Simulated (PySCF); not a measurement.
# Multinuclear NMR of C6H6N2Si

Geometry:
| atom | x (Å) | y (Å) | z (Å) |
| --- | --- | --- | --- |
| C1 | 2.981 | 0.490 | 0.500 |
| C2 | 1.615 | 0.195 | 0.137 |
| C3 | 0.477 | -0.044 | -0.154 |
| C4 | -0.891 | -0.350 | -0.538 |
| Si5 | -2.122 | 0.286 | 0.840 |
| C6 | -1.063 | -1.772 | -0.675 |
| N7 | -1.207 | -2.904 | -0.753 |
| C8 | -1.219 | 0.307 | -1.775 |
| N9 | -1.488 | 0.856 | -2.741 |
| H10 | 3.203 | 0.075 | 1.483 |
| H11 | 3.134 | 1.569 | 0.527 |
| H12 | 3.660 | 0.054 | -0.232 |
| H13 | -3.466 | -0.058 | 0.388 |
| H14 | -1.727 | -0.419 | 2.055 |
| H15 | -1.892 | 1.725 | 0.918 |

[PySCF: GIAO PBE0/pcSseg-1 shieldings; geometry: GFN2-xTB; averaged over atoms made equivalent by symmetry, fast rotation or ring inversion; non-relativistic Hamiltonian; no solvent model; single conformer]

Task: What are the 29Si shifts?

Result: 
```
atoms               environment  σ (ppm)  δ (ppm)
  Si5  silicon bonded to C, 3 H    392.6    -42.8
```

Shieldings were converted by a linear fit to measured shifts: 29Si: δ = 279.94 − 0.822σ (rms 8.9 ppm, 72 shifts, 25.8 ppm with the 6 outliers that the fit left out vs TMS, solution or neat liquid). A few per cent of atoms miss by over 2 rms, more outside the fitted compound classes.

On a 600 MHz spectrometer 29Si resonates near 119.2 MHz, so 1 ppm is 119.2 Hz.

Task: Where does 15N resonate?

Result: 
```
atoms       environment  σ (ppm)  δ (ppm)
N7/N9  nitrile nitrogen    -39.6   -111.6
```

Shieldings were converted by a linear fit to measured shifts: 15N (scatter 6.3 ppm rms vs CH3NO2, solution or neat liquid). A few per cent of atoms miss by over 2 rms, more outside the fitted compound classes.

On a 500 MHz spectrometer 15N resonates near 50.7 MHz, so 1 ppm is 50.7 Hz.
